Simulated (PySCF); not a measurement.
# How methods differ on the ionisation energy of Pt⁺

Pt⁺ [Xe] 4f14 5d9 (2D) → Pt²⁺ [Xe] 4f14 5d8 (3F), as a difference of total energies. Calculation: PySCF 2.14, in x2c-TZVPPall with one added diffuse shell each of s, p, d, f type (12s8p8d4f1g, 113 functions); the spin-free X2C one-electron Hamiltonian (Gaussian nucleus). The calculations carry no spin-orbit coupling.

| method | ionisation energy (eV) |
| --- | --- |
| UHF | 16.936 |
| r2SCANh | 18.801 |
| LC-wPBE | 18.707 |
| B3LYP | 19.105 |

The reference lies between the lowest fine-structure levels, while these numbers refer to the centres of the terms.

For comparison: 18.56 ± 0.12 eV (measured; NIST Atomic Spectra Database, ionization energies).
